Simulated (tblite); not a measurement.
`[SiH2]([Si](F)(F)F)[C@H]([SiH3])[SiH2]P`. Computed geometry: GFN2-xTB, gas phase.

```
atom  x, y, z in Å
F1    -2.8017   -1.2476    1.6932
Si2   -2.2116   -1.6409    0.2646
F3    -3.4585   -2.3746   -0.4013
F4    -1.2878   -2.8830    0.6526
Si5   -1.2147    0.0038   -0.9541
C6    -0.0663    1.0475    0.1443
Si7    0.8018    2.4082   -0.8759
Si8    1.1657    0.0024    1.1719
P9     2.3144   -1.3094   -0.2356
H10   -2.2521    0.8568   -1.5595
H11   -0.4512   -0.6075   -2.0534
H12   -0.6946    1.5629    0.8766
H13   -0.2223    3.2187   -1.5407
H14    1.5760    3.2639    0.0269
H15    1.6755    1.7975   -1.8748
H16    2.1275    0.8728    1.8639
H17    0.4294   -0.7474    2.2021
H18    1.4339   -2.3748   -0.1595
H19    3.1266   -1.8403    0.7511
```

Question: Work out the bond lengths F1–Si2, Si2–F3, Si5–H11, C6–Si8, Si8–H16, Si8–H17, P9–H18, P9–H19 in pm.

Answer: For F1–Si2 the difference vector is (0.5901, -0.3933, -1.4286) Å, of length 1.5949 Å. F1–Si2 159.5; Si2–F3 159.3; Si5–H11 147.1; C6–Si8 191.5; Si8–H16 147.0; Si8–H17 147.2; P9–H18 138.4; P9–H19 138.4 pm.

Question: What is the repulsion energy of the bare nuclei, Σ ZA·ZB/RAB?

Answer: 975.32 Eh over 171 pairs, with full nuclear charges and distances in bohr; the largest single term is 49.59 Eh (Si8 with P9).

Question: Where is the centre of mass (commonest isotopes), and what is the radius of gyration?

Answer: Mass 221.955 u; centre at (-0.480, -0.558, 0.085) Å; Rg = √(Σ m r²/M) = 2.624 Å. As Ia + Ib + Ic = 2 Σ m r², the three principal moments sum to 3056.3 u·Å².

Question: Give the dihedral angles F3–Si2–Si5–H11, Si8–C6–Si7–H14, F1–Si2–Si5–H11, H11–Si5–C6–Si7, F4–Si2–Si5–H11.

Answer: F3–Si2–Si5–H11 -73° (synclinal); Si8–C6–Si7–H14 -57° (synclinal); F1–Si2–Si5–H11 166° (antiperiplanar); H11–Si5–C6–Si7 58° (synclinal); F4–Si2–Si5–H11 46° (synclinal). Dihedral signs follow IUPAC: positive where, seen along the central bond, the front bond turns clockwise onto the rear one.

Question: How far are the heavy atoms from their best plane (unweighted least squares)?

Answer: 0.773 Å rms; F1 1.42, Si2 0.09, F3 0.86, F4 0.10, Si5 0.87, C6 0.41, Si7 0.25, Si8 1.05, P9 0.71 Å (magnitudes).

Question: How far apart are these pairs, which share no bond: F1···F4, F1···Si5, F1···C6, F1···P9?

Answer: F1···F4 2.460 Å (2 bonds apart); F1···Si5 3.331 Å (2 bonds apart); F1···C6 3.892 Å (3 bonds apart); F1···P9 5.468 Å (5 bonds apart).

Question: Write the matrix of distances between heavy atoms (Å, lower triangle).

Answer: 
```
F1    0.000
Si2   1.595  0.000
F3    2.467  1.593  0.000
F4    2.460  1.596  2.466  0.000
Si5   3.331  2.277  3.316  3.305  0.000
C6    3.892  3.442  4.849  4.147  1.901  0.000
Si7   5.740  5.175  6.423  5.891  3.139  1.909  0.000
Si8   4.192  3.864  5.432  3.823  3.192  1.915  3.180  0.000
P9    5.468  4.566  5.873  4.030  3.833  3.372  4.064  2.241  0.000
```

Its GFN2-xTB frequencies are all real (lowest 16 cm⁻¹). The numbers are those of one conformer. 3 starts were optimised and ended at 0.00, 1.03 and 1.04 kcal/mol (GFN2-xTB); the lowest of these is shown.
